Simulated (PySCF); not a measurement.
I: excitation energy

I [Kr] 4d10 5s2 5p5 (2P) → I [Kr] 4d10 5s1 5p6 (2S), as a difference of total energies. Computed with PySCF 2.14 in cc-pV5Z-PP with ECP28MDF (7s7p5d3f2g1h, 103 functions), with a scalar-relativistic core potential. Correlated levels: valence: 4s2 4p6 4d10 frozen. The calculations carry no spin-orbit coupling.

```json
{"method": "UHF", "excitation energy (eV)": "12.734"}
{"method": "MP2 (valence)", "excitation energy (eV)": "10.928"}
{"method": "SCS-MP2 (valence)", "excitation energy (eV)": "10.728"}
{"method": "CCSD (valence)", "excitation energy (eV)": "9.791"}
{"method": "CCSD(T) (valence)", "excitation energy (eV)": "8.802"}
```

Task: How much does correlation contribute at CCSD(T) (valence)?

Result: 8.802 − (12.734) = -3.932 eV, measured against UHF.

The upper state lies above the first ionisation limit, where it may autoionise and the basis confines it.

The coupled-cluster amplitudes are large for the upper state (T1 above 0.03 or a double amplitude above 0.15), so a single reference is strained.
